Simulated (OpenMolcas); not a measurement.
Pd4+ (d6) among equal point charges was computed by CASSCF with the d shell active (OpenMolcas, ANO-RCC-VDZP on the metal). Its lowest spin-free states, and all those of the highest spin:

| 2S+1 | Degeneracy | E (cm-1) |
| --- | --- | --- |
| 5 | 2 | 0.0 |
| 5 | 2 | 358.5 |
| 5 | 1 | 1495 |
| 3 | 1 | 20678 |
| 3 | 2 | 21019 |
| 3 | 2 | 21103 |
| 3 | 2 | 21521 |
| 3 | 1 | 21703 |
| 3 | 1 | 21705 |
| 3 | 2 | 22033 |
| 3 | 1 | 23728 |
| 3 | 2 | 23945 |

Is the site octahedral, tetrahedral or cube-like, axial, or of lower symmetry?

The states with 2S+1 = 5 have orbital degeneracies 2, 2, 1. There are pairs but no triples, so the site is axial: not cubic, but with a proper or improper axis of order three or more. The run had Pd4+ among 5 point charges of -1 e arranged as a trigonal bipyramid (D3h), 2.23 Å from the ion, with the axial distance 2.386 Å.

Spin-orbit coupling mixes the spin-free states strongly: the lowest level takes only 57 % from its leading state, 5E. An orbital doublet at a regular site is open to a Jahn-Teller distortion, which this geometry leaves out. Without dynamic correlation the repulsion within the d shell is too large (B by tens of per cent), so at a given field states of lower spin stand too high. Point charges give a weaker field than real ligands, and real ions of this kind are as a rule low spin; the high spin found here belongs to the model. The ground term spreads over less than 5000 cm-1, several times less than with real ligands, so orbital moments are less quenched and χT lies further from the spin-only value than at real sites. Point charges carry no covalency, so the field is a model and not that of real ligands. No measured value stands beside these numbers.
